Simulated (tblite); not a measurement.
Compound: CH9NSi3.
SMILES with atom numbers: `[CH2:1]1[SiH2:2][NH:3][SiH2:4][SiH2:5]1` (hydrogens: H6, H7 on C1; H8, H9 on Si2; H10 on N3; H11, H12 on Si4; H13, H14 on Si5)

Computed with GFN2-xTB (tblite), gas phase: L-BFGS steps from a force-field or distance-geometry start until the largest atomic force falls under 0.01 eV/Å.

Step 6: E = -404.0392 eV
```
atom  x, y, z in Å  |  force x, y, z in eV/Å
C1      0.6790   -1.1613   -0.5287    0.005  -0.304  -0.374
Si2     1.5621    0.3844    0.1296   -0.024  -0.137   0.071
N3      0.2379    1.5147    0.1514   -0.133   0.230   0.143
Si4    -1.4083    1.0080   -0.2099    0.088   0.085   0.080
Si5    -1.0514   -1.1788    0.3151    0.379  -0.235  -0.217
H6      1.2815   -2.0592   -0.4507    0.081  -0.192   0.560
H7      0.5638   -1.1078   -1.6144   -0.258   0.362   0.002
H8      1.8675    0.1091    1.5478    0.268   0.077  -0.115
H9      2.7419    0.8175   -0.6626   -0.369  -0.011   0.201
H10     0.3389    2.2624    0.8254   -0.003   0.029  -0.384
H11    -1.7038    1.1828   -1.6439    0.049   0.254   0.100
H12    -2.3227    1.7685    0.6361    0.002   0.224  -0.044
H13    -0.8196   -1.3822    1.7597   -0.151  -0.219  -0.142
H14    -1.9674   -2.1587   -0.2773    0.066  -0.163   0.119
```

Step 7: E = -404.0830 eV
```
atom  x, y, z in Å  |  force x, y, z in eV/Å
C1      0.6871   -1.1633   -0.5315   -0.323  -0.453  -0.324
Si2     1.5538    0.3700    0.1234    0.333   0.292   0.384
N3      0.2314    1.4997    0.1689   -0.197   0.186   0.075
Si4    -1.4162    1.0039   -0.2036    0.087   0.131   0.024
Si5    -1.0495   -1.1942    0.3091    0.285  -0.151  -0.248
H6      1.2842   -2.0587   -0.4374    0.147  -0.272   0.465
H7      0.5616   -1.1052   -1.6128   -0.195   0.287  -0.079
H8      1.8837    0.1157    1.5539    0.207   0.063  -0.309
H9      2.7395    0.8299   -0.6645   -0.480  -0.088   0.250
H10     0.3426    2.2811    0.8008    0.027  -0.017  -0.361
H11    -1.6978    1.2144   -1.6446    0.051   0.182   0.217
H12    -2.3219    1.7964    0.6321    0.049   0.122  -0.079
H13    -0.8269   -1.4048    1.7540   -0.134  -0.203  -0.138
H14    -1.9722   -2.1852   -0.2702    0.145  -0.077   0.123
```

Step 8: E = -404.1369 eV
```
atom  x, y, z in Å  |  force x, y, z in eV/Å
C1      0.6931   -1.1737   -0.5386   -0.456  -0.409  -0.138
Si2     1.5462    0.3571    0.1221    0.489   0.577   0.574
N3      0.2213    1.4822    0.1898   -0.147   0.203   0.083
Si4    -1.4251    1.0005   -0.1945    0.038   0.134  -0.039
Si5    -1.0423   -1.2161    0.2970    0.070  -0.016  -0.208
H6      1.2901   -2.0632   -0.4118    0.151  -0.284   0.250
H7      0.5550   -1.0966   -1.6139   -0.070   0.119  -0.141
H8      1.9086    0.1250    1.5567    0.141   0.028  -0.419
H9      2.7280    0.8442   -0.6629   -0.511  -0.142   0.244
H10     0.3477    2.3060    0.7650    0.035  -0.135  -0.379
H11    -1.6891    1.2579   -1.6416    0.043   0.089   0.323
H12    -2.3199    1.8340    0.6254    0.102  -0.008  -0.110
H13    -0.8388   -1.4374    1.7439   -0.101  -0.172  -0.143
H14    -1.9755   -2.2204   -0.2588    0.217   0.015   0.104
```

**Question.** Estimate the geometry and energy of step 9. (The exact step hangs on the optimiser's Hessian estimate; all steps are aligned on step 8, rigid shifts and turns removed.)

**Answer.** E = -404.1863 eV, largest force 0.782 eV/Å
```
atom  x, y, z in Å  |  force x, y, z in eV/Å
C1      0.6946   -1.1899   -0.5464   -0.289  -0.148   0.072
Si2     1.5417    0.3523    0.1292    0.326   0.502   0.503
N3      0.2117    1.4702    0.2089   -0.066   0.107   0.039
Si4    -1.4326    0.9995   -0.1860    0.006   0.096  -0.069
Si5    -1.0330   -1.2370    0.2814   -0.180   0.123  -0.088
H6      1.2978   -2.0730   -0.3807    0.057  -0.167  -0.024
H7      0.5460   -1.0845   -1.6191    0.096  -0.088  -0.069
H8      1.9365    0.1341    1.5528    0.102  -0.014  -0.364
H9      2.7072    0.8550   -0.6566   -0.419  -0.132   0.167
H10     0.3526    2.3277    0.7252    0.039  -0.121  -0.311
H11    -1.6803    1.3009   -1.6325    0.026   0.012   0.351
H12    -2.3162    1.8694    0.6168    0.126  -0.111  -0.111
H13    -0.8525   -1.4718    1.7308   -0.064  -0.131  -0.147
H14    -1.9742   -2.2534   -0.2459    0.238   0.072   0.051
```

The energy changes by -0.0494 eV. The first-order estimate −F·Δx gives -0.0719 eV and the mean of the old and new forces, exact on a quadratic surface, -0.0495 eV. The step makes an angle of 67° with the force vector and moves no atom by more than 0.046 Å.

What follows is the cost of the whole relaxation. On an Arm Neoverse N1 with one thread, on a shared host, this took 0.75 s.
